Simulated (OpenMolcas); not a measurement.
Zr2+: from CASSCF to CASPT2

- Program: OpenMolcas 26.06
- Basis: ANO-R2 [7s5p4d2f1g]
- Scalar Hamiltonian: X2C, finite nucleus
- Active space: 2 electrons in 10 orbitals (4d 5d)
- State averaging: 2S+1 = 3 even, 10 roots; 2S+1 = 1 even, 15 roots
- Spin-orbit coupling: RASSI with atomic mean-field integrals over the reference wave functions, term energies averaged over their components

Methods on the same reference wave functions:
A. CASSCF
B. SS-CASPT2, IPEA 0.25 Eh, imaginary shift 0.1 Eh (closed shells correlated: 4s 4p)

Energies in cm-1 above 4d2 3F2, the measured ground level; measured values from Moore, Atomic Energy Levels, vol. II, NSRDS-NBS 35 (1971 reprint of NBS Circular 467, 1952); NIST levels as listed in Rynkun, Gaigalas and Jonsson, Astron. Astrophys. 637, A10 (2020).

```csv
Level,A,B,Measured
4d2 3F2,0.0,0.0,0.0
4d2 3F3,690,716,681
4d2 3F4,1530,1553,1486
4d2 1D2,8688,5700,5742
4d2 3P0,9776,8160,8062
4d2 3P1,10030,8440,8326
4d2 3P2,10652,8970,8838
4d2 1G4,13147,11180,11049
4d2 1S0,30594,23420,23979
```

Deviations, from unrounded energies. A percentage is the sum of absolute deviations over the sum of measured energies, with the sign that they share, or ± where signs differ.

```csv
Against measurement,Levels,A,B
mean absolute deviation (cm-1),8,2100,150
fine structure of the ground term (%),2,+2.4,+4.7
other terms of the ground configuration (%),6,+25.6,±1.6
```

B lies closest to measurement on these levels. The largest miss of B in the table is 4d2 1S0, by -560 cm-1. The ranking rests on the paired levels alone, and a cruder setting can come out closer through cancelling errors.

From A to B the spin-free energies of the other terms of 4d2 shown, above 3F, scale by factors of 0.61 to 0.84.

The lowest spin-free term lies below A's lowest term by 0.234 hartree in B.

Term energies are means over components that CASPT2 splits; among the terms shown or strongly mixed into the levels shown the widest spread is 560 cm-1 (4d2 3F, B). Active for correlation alone: 5d; no level in the range computed is led by a configuration that fills it, so any true level of that kind is missing. Without dynamic correlation excited terms often stand tens of per cent too high (terms of higher spin than the ground term too low), and those without a measured partner can miss by more than the paired ones (holds for A). Some levels mix across a computed gap that differs much from the measured one, so their mixing is not that of the real levels (holds for A). Measured partners are found by configuration, term and J. A level has none where our copy of the source lacks it or the pairing is in doubt (some pairs that miss far off the trend of their configuration count as doubtful), and it then counts in no deviation. Only configurations of the active space appear.
